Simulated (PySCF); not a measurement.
## Polarisability and C₆ of I²⁺ (iodine, charge +2)

[Kr] 4d10 5s2 5p3, high-spin 4S determinant. All numbers are calculated (PySCF 2.14, scalar relativity by spin-free X2C-1e, in aug-cc-pVQZ-DK3). Coupled (time-dependent) response in atomic units; α is the mean over directions.

```json
{"method": "UHF", "mean α (bohr³)": "14.01", "C₆ (like pair)": "96.04", "S(−4)": "39.18"}
{"method": "PBE", "mean α (bohr³)": "13.77", "C₆ (like pair)": "93.96", "S(−4)": "36.94"}
{"method": "PBE0", "mean α (bohr³)": "13.72", "C₆ (like pair)": "93.60", "S(−4)": "36.56"}
```

S(−4) is the Cauchy moment in α(ω) = α(0) + S(−4) ω² + …

α(iu) at PBE0:

| u (hartree) | α(iu) (bohr³) |
| --- | --- |
| 0 | 13.72 |
| 0.0500 | 13.63 |
| 0.100 | 13.36 |
| 0.200 | 12.41 |
| 0.300 | 11.12 |
| 0.500 | 8.433 |
| 0.750 | 5.881 |
| 1.00 | 4.254 |
| 1.50 | 2.540 |
| 2.00 | 1.727 |
| 3.00 | 0.9843 |
| 5.00 | 0.4573 |

A single London oscillator, α(iu) = α/(1 + u²/ω²), gives C₆ = (3/4) ω α². Matching the computed C₆ needs ω = 4 × 93.60 / (3 × 13.72²) = 0.663 hartree.

For an ion, C₆ is the dispersion term alone; charge-induced terms of lower order in 1/R come first.
